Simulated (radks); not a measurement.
Task: Tl38+, configuration [Kr] 4d7. All-electron calculation, scalar-relativistic Kohn-Sham, PBE, spin-unpolarised, spherical densities, point nucleus. Program: a radial shooting solver on a logarithmic mesh with Libxc functionals. Some entries of the table are withheld. Estimate them.

| orbital | occ. | eigenvalue (eV) | <1/r> (bohr^-1) | r(max) (bohr) |
|---|---|---|---|---|
| 1s | 2 | -87265.05 | (1) | 0.01003 |
| 2s | 2 | -16879.89 | 23.35 | 0.05812 |
| 2p | 6 | -14743.30 | 20.59 | (2) |
| 3s | 2 | -5248.345 | 8.722 | 0.1634 |
| 3p | 6 | -4631.775 | 7.920 | 0.1632 |
| 3d | 10 | -4003.291 | 7.433 | 0.1328 |
| 4s | 2 | -2254.909 | 4.075 | 0.3540 |
| 4p | 6 | -2032.854 | 3.752 | 0.3679 |
| 4d | 7 | -1787.332 | 3.496 | 0.3638 |

Result: 
(1) 1s <1/r> (bohr^-1): 99.54
(2) 2p r(max) (bohr): 0.04833
